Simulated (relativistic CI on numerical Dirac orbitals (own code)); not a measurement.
**Inner-shell lines of As²⁺**

Calculated at this level of theory: Dirac-Coulomb-Breit CI, separate exchange-only KLI orbitals for each configuration, a model potential for QED, valence Slater integrals scaled by 0.9 (own radial code, finite nucleus).

Configuration list (outside the closed core 1s2 2s2 3s2 3p6 3d10): 2p6.4s2.4p, 2p5.4s2.4p.4d, 2p5.4s2.4p.5s, 2p5.4s2.4p.5d, 2p6.4s.4p2, 2p5.4s.4p2.5s. Levels of other configurations are missing.

The table holds the strongest lines. The upper levels have an inner-shell vacancy. Auger decay, open to those above the ionisation limit, is not computed, and radiative decays to configurations outside the model are missing too. Absolute energies can be off by a few tenths of a per cent, so close lines can change order. LS names give the leading component, which can be well under half, for lower levels too. Brackets number the levels in order of energy.

```csv
E (eV),Upper,Lower,A (s⁻¹),gA (s⁻¹)
1340.06,2p5.4s2.4p.4d 2D_3/2 [19],2p6.4s2.4p 2P°_1/2 [1],2.62e+11,1.05e+12
1340.39,2p5.4s2.4p.4d 2D_5/2 [30],2p6.4s2.4p 2P°_3/2 [2],8.63e+11,5.18e+12
1340.46,2p5.4s2.4p.5s 2D_3/2 [26],2p6.4s2.4p 2P°_1/2 [1],3.13e+11,1.25e+12
1341.44,2p5.4s2.4p.4d 2P_1/2 [42],2p6.4s2.4p 2P°_1/2 [1],7.28e+11,1.46e+12
1341.46,2p5.4s2.4p.4d 4P_1/2 [52],2p6.4s2.4p 2P°_3/2 [2],4.16e+11,8.32e+11
1341.47,2p5.4s2.4p.4d 2P_3/2 [53],2p6.4s2.4p 2P°_3/2 [2],5.40e+11,2.16e+12
1347.88,2p5.4s2.4p.5d 2D_3/2 [75],2p6.4s2.4p 2P°_1/2 [1],2.72e+11,1.09e+12
1347.91,2p5.4s2.4p.5d 2D_5/2 [92],2p6.4s2.4p 2P°_3/2 [2],1.35e+11,8.07e+11
1348.23,2p5.4s2.4p.5d 2D_5/2 [103],2p6.4s2.4p 2P°_3/2 [2],1.29e+11,7.72e+11
1348.25,2p5.4s2.4p.5d 2D_3/2 [104],2p6.4s2.4p 2P°_3/2 [2],2.02e+11,8.09e+11
1375.64,2p5.4s2.4p.4d 4F_5/2 [157],2p6.4s2.4p 2P°_3/2 [2],1.35e+11,8.11e+11
1375.95,2p5.4s2.4p.4d 2F_5/2 [163],2p6.4s2.4p 2P°_3/2 [2],1.75e+11,1.05e+12
1376.08,2p5.4s2.4p.4d 2D_3/2 [158],2p6.4s2.4p 2P°_1/2 [1],3.45e+11,1.38e+12
1376.21,2p5.4s2.4p.4d 2D_3/2 [161],2p6.4s2.4p 2P°_1/2 [1],2.51e+11,1.00e+12
1377.32,2p5.4s2.4p.4d 4P_1/2 [178],2p6.4s2.4p 2P°_3/2 [2],5.21e+11,1.04e+12
1377.33,2p5.4s2.4p.4d 4D_1/2 [171],2p6.4s2.4p 2P°_1/2 [1],3.75e+11,7.49e+11
1377.34,2p5.4s2.4p.4d 2P_3/2 [180],2p6.4s2.4p 2P°_3/2 [2],3.84e+11,1.54e+12
1379.14,2p5.4s2.4p.4d 2D_5/2 [184],2p6.4s2.4p 2P°_3/2 [2],1.47e+11,8.84e+11
1383.95,2p5.4s2.4p.5d 2P_3/2 [202],2p6.4s2.4p 2P°_3/2 [2],1.52e+11,6.07e+11
1384.67,2p5.4s2.4p.5d 2D_5/2 [213],2p6.4s2.4p 2P°_3/2 [2],1.38e+11,8.28e+11
```
